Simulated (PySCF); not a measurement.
Choosing a molecule for a target property.

Each SMILES stands for a single optimised conformer of the isolated species, non-relativistic unless stated. Electronic properties by PySCF.

The conformers computed, where there is a choice (atom-mapped SMILES and torsion angles):
- `[CH3:1][S:2][c:3]1[cH:4][cH:5][cH:6][p:7][cH:8]1`: C1–S2–C3–C4 -176°
- `[CH3:1][O:2][CH2:3][SiH:4]([SiH3:5])[SiH3:6]`: C1–O2–C3–Si4 -177°, O2–C3–Si4–Si5 157°
- `[cH:1]1[p:2][c:3]([CH:4]2[CH2:5][CH2:6]2)[cH:7][s:8]1`: P2–C3–C4–C5 36°
- `[CH3:1][O:2][Si@H:3]([CH3:4])[O:5][SiH2:6][CH3:7]`: C1–O2–Si3–C4 172°, O2–Si3–O5–Si6 60°, Si3–O5–Si6–C7 -52°
- `[cH:1]1[p:2][cH:3][c:4]([CH:5]2[CH2:6][CH2:7]2)[s:8]1`: C3–C4–C5–C6 149°
- `[CH3:1][SiH2:2][SiH2:3]/[C:4]([SiH3:5])=[CH:6]\[F:7]`: C1–Si2–Si3–C4 -3°, Si2–Si3–C4–Si5 103°

The conformers of `c1[cH+]c1N1CCCC1` aren't listed.

(1) Wanted: lowest singlet excitation above 6.5 eV (TDDFT CAM-B3LYP/def2-SVPD) and static isotropic polarisability below 100 au (CAM-B3LYP/def2-SVPD), at GFN2-xTB geometries. Which candidate meets both?
A. `C1=PC(C2CC2)=CS1`
B. `c1[cH+]c1N1CCCC1`
C. `CO[Si@H](C)O[SiH2]C`
D. `C([SiH]([SiH3])[SiH3])OC`
E. `CSC1=CC=CP=C1`

(2) Wanted: lowest triplet excitation (Tamm–Dancoff) above 7 eV (TDA CAM-B3LYP/def2-SVPD) and HOMO–LUMO gap above 9.5 eV (CAM-B3LYP/def2-SVPD), at GFN2-xTB geometries. Which candidate meets both?
A. `CO[Si@H](C)O[SiH2]C`
B. `CSC1=CC=CP=C1`
C. `COC[SiH]([SiH3])[SiH3]`
D. `c1[cH+]c1N1CCCC1`
E. `[SiH2]([SiH2]/C(=C\F)[SiH3])C`
F. `c1c(C2CC2)scp1`

(3) Wanted: electronic spatial extent ⟨r²⟩ about the centre of nuclear charge above 1440 bohr² (CAM-B3LYP/def2-SVPD) and dipole moment above 1.1 D (CAM-B3LYP/def2-SVPD), at GFN2-xTB geometries. Which candidate meets both?
A. `CO[Si@H](C)O[SiH2]C`
B. `CSc1cccpc1`
C. `c1pc(C2CC2)cs1`
D. `COC[SiH]([SiH3])[SiH3]`

## Answers

(1) C. Computed values:
| species | lowest singlet excitation | static isotropic polarisability |
| --- | --- | --- |
| CSC1=CC=CP=C1 | 4.28 eV | 116.4 au |
| C1=PC(C2CC2)=CS1 | 4.81 eV | 108.0 au |
| c1[cH+]c1N1CCCC1 | 6.10 eV | 77.2 au |
| C([SiH]([SiH3])[SiH3])OC | 6.86 eV | 118.9 au |
| CO[Si@H](C)O[SiH2]C | 7.72 eV | 92.0 au |

(2) A. Computed values:
```
                      species  lowest triplet excitation (Tamm–Dancoff)  HOMO–LUMO gap
               c1c(C2CC2)scp1                                   2.92 eV        7.48 eV
                CSC1=CC=CP=C1                                   3.07 eV        7.00 eV
[SiH2]([SiH2]/C(=C\F)[SiH3])C                                   4.19 eV        9.25 eV
             c1[cH+]c1N1CCCC1                                   4.67 eV        9.12 eV
       COC[SiH]([SiH3])[SiH3]                                   5.85 eV        9.74 eV
          CO[Si@H](C)O[SiH2]C                                   7.41 eV       10.55 eV
```

(3) D. Computed values:
```
               species  electronic spatial extent ⟨r²⟩ about the centre of nuclear charge  dipole moment
        c1pc(C2CC2)cs1                                                         1369 bohr²         1.23 D
   CO[Si@H](C)O[SiH2]C                                                         1416 bohr²         1.05 D
            CSc1cccpc1                                                         1471 bohr²         0.85 D
COC[SiH]([SiH3])[SiH3]                                                         1597 bohr²         1.90 D
```
